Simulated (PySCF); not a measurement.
C3H5BN2O, SMILES NB1C=CN=CO1. The structure is a stationary point at TPSSh-D3(BJ)/def2-SVP. This is a generated structure with no PubChem entry under its InChIKey; it may be hypothetical. Other conformers were not sampled.

Level of theory: TPSSh-D3(BJ)/def2-SVP in PySCF.

Harmonic wavenumbers (cm⁻¹): 149, 297, 305, 385, 476, 483, 543, 608, 705, 770, 827, 839, 929, 957, 1016, 1024, 1179, 1217, 1277, 1362, 1416, 1469, 1577, 1609, 1673, 3150, 3178, 3183, 3595, 3702. Rotational constants (GHz): 5.630, 2.594, 1.776; symmetry number 1.

Work out the zero-point energy and the ideal-gas rigid-rotor harmonic-oscillator thermochemistry at 298.15 K and 1 atm.

ZPE = ½ Σ hcν = ½ × 39898 cm⁻¹ = 238.64 kJ/mol. H − E(el) = 256.99 kJ/mol. Entropy in J/(mol K): translation 165.66, rotation 112.63, vibration 43.67, total 321.95. G − E(el) = 161.00 kJ/mol. Cp = 103.77 J/(mol K). Modes under 150 cm⁻¹ make the vibrational entropy uncertain.
